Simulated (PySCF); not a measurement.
# Relaxation of singlet PbCl2

Level of theory: PySCF, PBE, basis Pb def2-TZVP with ECP60, Cl def2-TZVP (scalar-relativistic core potentials, no spin–orbit coupling, density fitting). A (50,194) grid was used.

A start displaced from a saddle point along its imaginary mode, of C2v symmetry, held to at least that symmetry:

```xyz
3
charge 0 multiplicity 1, angstrom
Pb    0.0841    0.0000    0.0000
Cl   -0.2500    0.0000    2.6026
Cl   -0.2500    0.0000   -2.6026
```

Optimiser trace:
| step | E − E(last) (kJ/mol) | largest gradient (Eh/bohr) |
| --- | --- | --- |
| 0 | 87.39 | 0.00748 |
| 1 | 74.09 | 0.00980 |
| 2 | 55.46 | 0.01408 |
| 3 | 36.78 | 0.02071 |
| 4 | 19.63 | 0.01533 |
| 5 | 5.97 | 0.01166 |
| 6 | 0.91 | 0.00990 |
| 7 | 0.18 | 0.00082 |
| 8 | 0.00 | 0.00012 |
| 9 | 0.00 | 0.00001 |

It ends at C2v with Pb–Cl 2.481 Å (×2); Cl–Pb–Cl 99.3°. No frequency check is given, so it may be a saddle point. Other isomers or separated fragments may lie lower.

Final geometry:
```xyz
3
charge 0 multiplicity 1, angstrom
Pb    0.9321    0.0000    0.0000
Cl   -0.6740    0.0000    1.8913
Cl   -0.6740    0.0000   -1.8913
```

With an element this heavy the missing spin–orbit coupling can shift these numbers.

The relaxation took 21 s on 2 threads of a shared Arm Neoverse V2 host, with 124 basis functions and 10 gradients; the process peaked at 0.95 GiB. Launch command: `OMP_NUM_THREADS=2 python axn.py task.json out`.
